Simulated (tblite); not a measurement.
C5H9NPSi (charge +1).
Numbering: `[PH3+:1][SiH2:2][c:3]1[cH:4][cH:5][n:6][cH:7][cH:8]1` (hydrogens: H9, H10, H11 on P1; H12, H13 on Si2; H14 on C4; H15 on C5; H16 on C7; H17 on C8)
Bond orders are those of one Lewis drawing.

Computed with GFN2-xTB (tblite), gas phase: L-BFGS steps from a force-field or distance-geometry start until the largest atomic force falls under 0.01 eV/Å.

Step 0: E = -598.0678 eV
```
atom  x, y, z in Å  |  force x, y, z in eV/Å
P1      2.7000    0.2167   -0.5720   -0.442   0.964  -0.288
Si2     1.3063   -1.1123    0.4538   -0.329  -2.233   1.460
C3     -0.3429   -0.3528    0.2039   -0.517   0.430  -0.320
C4     -0.6126    0.8523    0.8420    0.462   0.473   0.593
C5     -1.8255    1.4931    0.7244   -1.161  -1.491  -1.651
N6     -2.7656    0.9118   -0.0866    0.939  -0.205   0.314
C7     -2.5153   -0.2545   -0.7293   -0.242   1.578   1.062
C8     -1.3062   -0.9234   -0.6049   -0.408   0.207  -0.059
H9      1.9843    0.6772   -1.7086    0.927  -0.088   0.438
H10     3.8915   -0.3891   -0.8977    0.169   0.594  -0.202
H11     2.8095    1.3419    0.2659    0.486  -0.357  -0.717
H12     1.3949   -2.4846   -0.0601    0.149   0.192  -0.206
H13     1.5580   -1.1579    1.9020    0.304   0.189  -0.124
H14     0.1788    1.2500    1.4671   -0.089   0.244   0.112
H15    -2.0410    2.4382    1.2233   -0.194  -0.462  -0.333
H16    -3.3278   -0.6465   -1.3326    0.112   0.211   0.128
H17    -1.0933   -1.8479   -1.1006   -0.167  -0.245  -0.206
```

Task: Estimate the geometry and energy of step 1. (The exact step hangs on the optimiser's Hessian estimate; all steps are aligned on step 0, rigid shifts and turns removed.)

Result: E = -598.2941 eV, largest force 1.491 eV/Å
```
atom  x, y, z in Å  |  force x, y, z in eV/Å
P1      2.6936    0.2305   -0.5761   -0.400   0.084   0.063
Si2     1.3016   -1.1442    0.4747   -0.495  -1.144   0.819
C3     -0.3503   -0.3467    0.1993    0.157   0.265   0.020
C4     -0.6060    0.8591    0.8505   -0.116   0.038   0.003
C5     -1.8421    1.4718    0.7008    0.254  -0.125  -0.108
N6     -2.7522    0.9088   -0.0821   -0.370   0.155  -0.047
C7     -2.5187   -0.2320   -0.7141   -0.131   0.013   0.054
C8     -1.3120   -0.9204   -0.6057   -0.467   0.218  -0.097
H9      1.9975    0.6759   -1.7023    0.721   0.053   0.167
H10     3.8939   -0.3806   -0.9006   -0.009   0.691  -0.161
H11     2.8165    1.3368    0.2557    0.476  -0.102  -0.554
H12     1.3970   -2.4819   -0.0630    0.179  -0.216  -0.326
H13     1.5623   -1.1552    1.9002    0.358   0.146   0.247
H14     0.1775    1.2535    1.4687    0.064   0.368   0.276
H15    -2.0438    2.4316    1.2185   -0.196  -0.817  -0.566
H16    -3.3262   -0.6435   -1.3307    0.240   0.376   0.305
H17    -1.0957   -1.8514   -1.1036   -0.266  -0.003  -0.095
```

The energy changes by -0.2264 eV. The first-order estimate −F·Δx gives -0.3464 eV and the mean of the old and new forces, exact on a quadratic surface, -0.2239 eV. The step makes an angle of 0° with the force vector and moves no atom by more than 0.038 Å.

The cost below is that of the whole relaxation. Time: 2.9 s wall. Hardware: Intel Xeon at 2.50 GHz, one thread, no GPU, on a shared host.
